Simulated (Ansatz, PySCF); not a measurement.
Dissociation curve of GaH, singlet.

Levels: RKS-B3LYP/LANL2DZ = restricted B3LYP/LANL2DZ, with its core potentials past Ne (PySCF); RKS-PBE = restricted PBE/cc-pVTZ in Ansatz (an electronic-structure program); RKS-CAM-B3LYP = restricted CAM-B3LYP/cc-pVTZ (Ansatz); FCI = full CI/cc-pVTZ, cores with 3d frozen (Ansatz).

Energies relative to the lowest point of each curve near equilibrium, in mEh:

```json
[
 {"R / Å": "1.27", "RKS-B3LYP/LANL2DZ": "55.1", "RKS-PBE": "55.1", "RKS-CAM-B3LYP": "52.0"},
 {"R / Å": "1.44", "RKS-B3LYP/LANL2DZ": "15.6", "RKS-PBE": "15.1", "RKS-CAM-B3LYP": "13.0"},
 {"R / Å": "1.57", "RKS-B3LYP/LANL2DZ": "3.2", "RKS-PBE": "3.0", "RKS-CAM-B3LYP": "2.0"},
 {"R / Å": "1.64", "RKS-B3LYP/LANL2DZ": "0.6", "RKS-PBE": "0.5", "RKS-CAM-B3LYP": "0.1"},
 {"R / Å": "1.75", "RKS-B3LYP/LANL2DZ": "0.3", "RKS-PBE": "0.4", "RKS-CAM-B3LYP": "1.0"},
 {"R / Å": "1.79", "RKS-B3LYP/LANL2DZ": "1.0", "RKS-PBE": "1.2", "RKS-CAM-B3LYP": "2.2"},
 {"R / Å": "1.92", "RKS-B3LYP/LANL2DZ": "5.8", "RKS-PBE": "5.8", "RKS-CAM-B3LYP": "8.0"},
 {"R / Å": "2.73", "RKS-B3LYP/LANL2DZ": "60.9", "RKS-PBE": "55.4", "RKS-CAM-B3LYP": "64.8"},
 {"R / Å": "3.37", "RKS-B3LYP/LANL2DZ": "99.1", "RKS-PBE": "87.7", "RKS-CAM-B3LYP": "103.1"},
 {"R / Å": "5.04", "RKS-B3LYP/LANL2DZ": "149.1", "RKS-PBE": "126.4", "RKS-CAM-B3LYP": "159.0"},
 {"R / Å": "5.91", "RKS-B3LYP/LANL2DZ": "158.8", "RKS-PBE": "133.0", "RKS-CAM-B3LYP": "172.7"},
 {"R / Å": "6.68", "RKS-B3LYP/LANL2DZ": "163.0", "RKS-PBE": "136.0", "RKS-CAM-B3LYP": "180.1"}
]
```

Problem. Predict the corresponding FCI column.

Solution. 1.27: 56.8; 1.44: 15.2; 1.57: 2.8; 1.64: 0.4; 1.75: 0.6; 1.79: 1.5; 1.92: 6.8; 2.73: 59.2; 3.37: 88.9; 5.04: 107.3; 5.91: 107.8; 6.68: 107.9 (mEh).

The restricted form behind RKS-B3LYP/LANL2DZ, RKS-PBE, RKS-CAM-B3LYP keeps the bonding electrons paired and can't separate into open-shell fragments.
